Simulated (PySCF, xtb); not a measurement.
Al(Br)3 cation (AlBr3), SMILES [Al]([Br])([Br])[Br] (connectivity only; charge and spin as stated), charge +1, multiplicity 2.

Harmonic wavenumbers (cm⁻¹) from GFN2-xTB (xtb 6.7.1) at its own minimum, in rising order: 47, 47, 171, 222, 456, 457.

Q: What does B3LYP-D3(BJ)/def2-SVP (PySCF 2.14.0) give at its own minimum? (The exact figures need the calculation; the answer reports its results.)

A: 21, 21, 136, 224, 420, 420. Paired by order, the mean absolute difference is 27 cm⁻¹ and the zero-point energies are 2.0 and 1.8 kcal/mol.
